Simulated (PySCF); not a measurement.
Continuum solvent and chemical shifts

Geometry (Å), atoms numbered from 1 in this order:
```xyz
28

C     4.377    0.961    0.360
C     3.918   -0.482    0.204
C     2.539   -0.649   -0.426
C     1.389   -0.099    0.403
N     0.115   -0.406   -0.204
C    -1.028    0.117    0.504
C    -2.328   -0.222   -0.203
C    -3.570    0.255    0.535
C    -4.865   -0.075   -0.189
H     3.733    1.527    1.051
H     5.404    1.014    0.753
H     4.364    1.489   -0.607
H     4.652   -1.028   -0.413
H     3.929   -0.982    1.188
H     2.337   -1.716   -0.611
H     2.533   -0.161   -1.419
H     1.414   -0.563    1.406
H     1.529    0.992    0.574
H     0.105   -0.069   -1.165
H    -0.973    1.220    0.665
H    -1.039   -0.327    1.517
H    -2.315    0.221   -1.217
H    -2.369   -1.315   -0.353
H    -3.503    1.346    0.695
H    -3.585   -0.193    1.544
H    -4.975   -1.162   -0.333
H    -5.746    0.277    0.370
H    -4.896    0.392   -1.187
```

GIAO PBE0/pcSseg-1 in PySCF 2.14.0 with density-fitted response routines on one PBE0-D3(BJ)/def2-SVP conformer, non-relativistic, equivalent nuclei averaged. Solvents enter as an IEF-PCM continuum (chloroform with ε = 4.7, acetonitrile with ε = 35.7) around the gas-phase geometry. Shifts are referred to TMS computed in the same medium.

Gas phase, δ in ppm: C4/C6 53.3, C3/C7 35.8, C2/C8 23.8, C1/C9 16.0, H17/H18/H20/H21 2.45, H15/H16/H22/H23 1.36, H13/H14/H24/H25 1.30, H10/H11/H12/H26/H27/H28 0.99, H19 -0.80. Dipole moment 0.81 D.

(1) How does each δ change in the continuum?

(2) Which nuclei move most (in ppm), and what does the model miss?

Results:

(1) 
```tsv
atoms	environment	Δδ, chloroform	Δδ, acetonitrile
C4/C6	sp3 CH2 bonded to N	+0.4	+0.5
C3/C7	sp3 CH2	+0.5	+0.7
C2/C8	sp3 CH2	+0.4	+0.5
C1/C9	methyl carbon	+0.2	+0.3
H17/H18/H20/H21	hydrogen on an sp3 CH2 bonded to N	+0.01	+0.01
H15/H16/H22/H23	hydrogen on an sp3 CH2	-0.02	-0.04
H13/H14/H24/H25	hydrogen on an sp3 CH2	+0.01	+0.01
H10/H11/H12/H26/H27/H28	hydrogen on a methyl carbon	-0.01	-0.01
H19	hydrogen on an amine nitrogen	+0.38	+0.55
```

Changes are relative to the gas phase. The dipole moment becomes 1.07 D in chloroform, 1.25 D in acetonitrile.

(2) C3/C7 (sp3 CH2, +0.7 ppm) in acetonitrile. A continuum only polarises the solute; specific hydrogen bonds, the anisotropy of aromatic solvents and changes of geometry or conformer are outside it.
